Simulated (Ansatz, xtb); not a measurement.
**C3H10BNSi: 8 structures ranked**

8 gas-phase structures of C3H10BNSi, from a drawn sample of its isomers (lower ones may exist). Each was relaxed with GFN2-xTB; where two conformers were screened, the lower at r2SCAN-D4/def2-SVP is listed:

A. `CB1C[SiH2]CN1`, a singlet
B. `B[C@@H]1CCN[SiH2]1`, a singlet
C. `C=CB(N)C[SiH3]`, a singlet
D. `B[C@@H]1CN[SiH2]C1`, a singlet
E. `NB1CCC[SiH2]1`, a singlet
F. `C=CN([SiH3])BC`, a singlet
G. `BNC1C[SiH2]C1`, a singlet
H. `BN[SiH2]CC=C`, a singlet

Q: Make a reasoned guess at their ranking by r2SCAN-D4/def2-SVP single-point energy.

A: Calculated order at r2SCAN-D4/def2-SVP: A (0.0), E (51.8), C (79.8), F (107.6), H (109.8), G (164.1), B (183.0), D (208.0) kJ/mol. Less than 1 kcal/mol parts F and H, so the order within that pair means little.

Energies above the lowest of each column, in kJ/mol; the last columns are at B3LYP/def2-SVP geometries and were run for some of them only (a dash: not run or not comparable):

```
structure  GFN2-xTB  HF/STO-3G  r2SCAN-D4/def2-SVP  B3LYP/def2-SVP  CCSD(T)/def2-SVP + ΔMP2/def2-TZVPP
        A      30.4        0.0                 0.0             0.0                                 0.0
        E      58.4       79.1                51.8            51.1                                49.1
        C     122.7      213.8                79.8            64.9                                61.9
        F       0.0      199.8               107.6               –                                   –
        H      29.4      200.8               109.8               –                                   –
        G      46.9      171.4               164.1               –                                   –
        B      36.1      213.2               183.0               –                                   –
        D      56.1      231.7               208.0               –                                   –
```

CCSD(T)/def2-SVP + ΔMP2/def2-TZVPP puts A lowest of those it was run on; GFN2-xTB picks F. Flexible structures stand in one conformer each, not always the lowest. Frequencies (GFN2-xTB) were run for A, C, E alone. ΔMP2 is the change of the MP2 energy from the smaller to the larger basis.

Over these structures GFN2-xTB departs from r2SCAN-D4/def2-SVP by 69.1 kJ/mol on average once a common shift is removed. A GFN2-xTB relaxation took about 0.13 s and the r2SCAN-D4/def2-SVP energy about 1.7 s on a shared host (Ansatz 0.2.0, xtb 6.7.1).
